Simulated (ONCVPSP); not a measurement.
## Before and after: ONCV potential for lead (Pb)

ONCVPSP 4.0.1 input, shortened (lines: element, Z, core and valence counts, functional; n l f; lmax; l rc ep ncon nbas qcut; lloc lpopt rc5 dvloc0; l nproj debl; icmod fcfact rcfact), PBE, scalar-relativistic:

```
  Pb 82.00   10    4        4      upf
    1    0    2.00
    2    0    2.00
    2    1    6.00
    3    0    2.00
    3    1    6.00
    3    2   10.00
    4    0    2.00
    4    1    6.00
    4    2   10.00
    4    3   14.00
    5    0    2.00
    5    1    6.00
    5    2   10.00
    6    0    2.00
    3
    0    1.30    0.00    3    6    7.60
    1    1.70    0.00    4    8    6.90
    2    1.55    0.00    3    8    8.60
    3    1.70    0.23    3    8    6.90
    4    5    1.00    1.00
    0    2    2.00
    1    2    2.10
    2    2    3.50
    3    3    1.70
    3    5.00    1.30
```

In the p channel the program set the typed energies aside and used -3.771, 0.050 Ha.

Change: s: qcut 11.3; p: qcut 10.2; d: qcut 12.8; f: qcut 10.2.

Cutoffs: the cutoffs (Ha) at which the residual kinetic energy of the hardest occupied pseudo-wave falls to 1 and 0.1 mHa per electron; they do not see the model core or the augmentation charge, which bear on the density cutoff. Errors are all-electron minus pseudo energies relative to the spin-unpolarised reference configuration.

How do hardness, ghosts and transferability respond?

The potential gets neither clearly harder nor softer (26 Ha and 55 Ha → 41 Ha and 52 Ha); the bound ghost in f disappears; of the 4 tests that both files solve, the error grows in 0 and shrinks in 1 by more than 15 % and 0.3 meV (median size 8.2 → 7.9 meV); the range in which the s phases agree widens (upper end 2.2 → at the end of the scan).

```csv
quantity,base,changed
"cutoff, loose",26 Ha,41 Ha
"cutoff, tight",55 Ha,52 Ha
loose cutoff by channel,"s 26 Ha, p 18 Ha, d 25 Ha","s 41 Ha, p 18 Ha, d 39 Ha"
bound ghosts,f,none
GHOST(+) flags under 300 eV,s at 115.3 eV,s at 162.6 eV
"error for 5s2 5p6 5d10 6s2 6p2, meV [ΔE -20.02 eV]",+8.8,+8.4
"error for 5s2 5p6 5d10 6s2 6p1, meV [ΔE -13.44 eV]",+5.5,+5.5
"error for 5s2 5p6 5d10 6s1, meV [ΔE 32.41 eV]",-15,-12
"error for 5s2 5p6 5d10 6s2 6p1.5, meV [ΔE -17.53 eV]",+7.6,+7.3
s: phases at 1.32 bohr within 0.05 rad from the reference energy up to (Ha; the scan ends near 5),2.2,to the end of the scan
p: phases at 1.72 bohr within 0.05 rad from the reference energy up to (Ha; the scan ends near 5),to the end of the scan,to the end of the scan
d: phases at 1.57 bohr within 0.05 rad from the reference energy up to (Ha; the scan ends near 5),to the end of the scan,to the end of the scan
f: phases at 1.72 bohr within 0.05 rad from the reference energy up to (Ha; the scan ends near 5),n/a,n/a
"rms error of d²Exc/dni dnj with the model core, mHa",0.81,0.53
```

 A true bound ghost makes a file unfit for plane-wave use even where its test errors are small: the radial tests pick states by their node count and pass the ghost by.
